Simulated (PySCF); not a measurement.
Job for PySCF: U-B3LYP/LANL2DZ on CH4Ge (SMILES [CH3][GeH]), a point of a bond scan (R = 1.605 Å).

```python
from pyscf import gto, scf, dft, mp
from pyscf.data.elements import chemcore

mol = gto.M(
    atom='''
    Ge   -0.26416113   -0.20224226    0.31354267
    H    -1.28333185   -0.57768334   -0.86880574
    C     1.00677717    0.72630048   -0.93210586
    H     1.87671680    1.13031224   -0.41651444
    H     0.48298915    1.53601658   -1.44986562
    H     1.33611896    0.02530398   -1.70554436
    ''',
    basis='lanl2dz',
    ecp={'Ge': 'lanl2dz'},
    charge=0, spin=0, verbose=3, max_memory=1800)
mf = dft.UKS(mol, xc='b3lyp')
mf.conv_tol = 1e-8
mf.max_cycle = 100
mf.init_guess_breaksym = True
mf.kernel()
if not mf.converged:
    mf = mf.newton().run(mf.mo_coeff, mf.mo_occ)
for _ in range(4):
    mo, _, stable, _ = mf.stability(return_status=True)
    if stable:
        break
    mf.kernel(mf.make_rdm1(mo, mf.mo_occ))
```

The log:

```
converged SCF energy = -44.228964342954  <S^2> = 1.4201529e-10  2S+1 = 1
<class 'pyscf.dft.uks.UKS'> wavefunction is stable in the internal stability analysis
```

Self-consistency was reached.

Cost: roughly 28 core-seconds.
